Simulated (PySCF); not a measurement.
Method: TPSSh-D3(BJ)/def2-TZVP // PBE0-D3(BJ)/def2-SVP run with PySCF. All species are isolated molecules in the gas phase. One relaxed conformer stands for a flexible species; it need not be the lowest. Delta-SCF ions had no search for a lower state. Excitations are Tamm–Dancoff values on a coarser integration grid. The basis has no diffuse functions, so Rydberg states are missing or too high.

Reference species (SMILES): `[GeH2]([CH3])[CH3]` (neutral, multiplicity 1).

```json
{
  "vertical ionisation energy (Delta-SCF)": "10.44 eV",
  "T1 excitation (TDA)": "7.85 eV"
}
```

Changed species: `[CH3][GeH2][GeH2][CH3]` (C–Ge–Ge–C torsion 179°) (n = 2; the reference has n = 1).

Question: Give the shifts of the vertical ionisation energy (Delta-SCF) and T1 excitation (TDA).

Answer: the vertical ionisation energy (Delta-SCF) falls by 1.07 eV, to 9.37 eV; the T1 excitation (TDA) falls by 1.73 eV, to 6.12 eV.
